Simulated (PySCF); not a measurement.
Isomers C₇H₁₁N₃:

A. `Cc1cnn(C2CCC2)n1`
B. `n1c(C(C)(C)C)nncc1`
C. SMILES C=CCn1cc(CC)nn1

Spectrum 1. 1H NMR (300 MHz, computed): δ 7.40 (s, 1H), 6.22 (m, 1H), 5.75 (m, 1H), 5.55 (m, 1H), 5.05 (d, 2H), 2.90 (q, 2H), 1.24 (t, 3H). 13C{1H} NMR (computed): δ 156.6 (C), 145.3 (CH), 126.4 (CH), 124.5 (CH2), 56.1 (CH2), 24.2 (CH2), 20.8 (CH3).

Spectrum 2. 1H NMR (300 MHz, computed): δ 9.48 (d, 1H), 8.59 (d, 1H), 1.65 (s, 9H). 13C{1H} NMR (computed): δ 183.5 (C), 153.4 (CH), 152.2 (CH), 41.5 (C), 31.6 (CH3).

Spectrum 3. 1H NMR (300 MHz, computed): δ 7.57 (s, 1H), 5.01 (m, 1H), 2.90 (m, 2H), 2.51 (m, 2H), 2.44 (s, 3H), 1.94 (m, 1H), 1.83 (m, 1H). 13C{1H} NMR (computed): δ 146.7 (C), 139.0 (CH), 57.1 (CH), 32.1 (CH2), 14.4 (CH2), 12.8 (CH3).

One conformer, averaged over atoms made equivalent by symmetry, fast rotation or ring inversion, non-relativistic, no solvent model. Shieldings: GIAO PBE0/pcSseg-1; coordinates at the GFN2-xTB level; PySCF.

Shifts are taken against calculated references (same method and geometry level): 1H and 13C against TMS. Where no couplings were computed, multiplicities follow the n + 1 count of equivalent neighbours, and m marks all less simple cases (inequivalent or close neighbours, rings, F or P nearby). Shifts are as computed. Against solution values, carbons near 30 ppm lie about +3 ppm off and those near 130 ppm about +5 ppm. Of 1211 compounds with measured shifts, 218 miss one by over three times the rms of a fit or turn the order of signals round; such compounds aren't used in these exercises.

Match each spectrum to its structure.

Results:

1–C, 2–B, 3–A.

- Spectrum 1 (C): 7 13C signals; δC 145.3 is an alkene CH; δC 124.5 is a terminal =CH2 carbon.
- Spectrum 2 (B): 5 13C signals; δC 153.4 is an aromatic CH next to a ring nitrogen; δC 152.2 is an aromatic CH next to a ring nitrogen.
- Spectrum 3 (A): 6 13C signals; δC 57.1 is an sp3 CH bonded to N; δC 32.1 is an sp3 CH2 in a ring.
